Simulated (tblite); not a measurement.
Torsional barriers computed with GFN2-xTB (tblite), climbing-image nudged elastic band, gas phase; electronic energies of the top image counted from the start geometry. The bands met a force threshold of 0.05 eV/Å; their tops weren't refined or checked by frequencies and can lie a kcal/mol or more above the method's true saddle points. Atom numbers follow the mapped SMILES.

Question: Rank the forward barriers of these bands, lowest first.
A. `[BH2:1][C@@H:2]1[CH2:3][C@H:4]1[CH:5]1[CH2:6][CH2:7]1`: C3–C4–C5–C7 from 173° to -50°
B. `[CH3:1][CH2:2][N:3]([CH3:4])[CH2:5][CH2:6][NH2:7]`: C1–C2–N3–C5 from 164° to -64°
C. `[CH3:1][S@:2](=[O:3])/[C:4]([Cl:5])=[C:6]1[CH:7]=[C:8]\1[F:9]`: Cl5–C4–S2–C1 from -72° to 62°

Answer: A (1.8 kcal/mol), C (3.6 kcal/mol), B (4.7 kcal/mol).

```csv
SMILES,ends of the turned bond,barrier (kcal/mol),end above start (kcal/mol),dihedral at top (°),bond at start (Å),bond at top (Å),Eyring rate at 298 K (s⁻¹)
B[C@@H]1C[C@H]1C1CC1,three-membered-ring carbon / three-membered-ring carbon,1.8,1.0,-101,1.490,1.499,3 × 10^11
C[S@](=O)/C(Cl)=C1C=C\1F,vinylic C–Cl carbon / sulfinyl sulfur,3.6,2.7,17,1.834,1.849,2 × 10^10
CCN(C)CCN,sp3 carbon bound to nitrogen / tertiary amine nitrogen,4.7,-0.9,-132,1.455,1.469,2 × 10^9
```

Rates take the electronic barrier for the free energy of activation. GFN2-xTB barriers can miss by several kcal/mol, and conformer orders can be wrong, so the ranking may change at better levels.
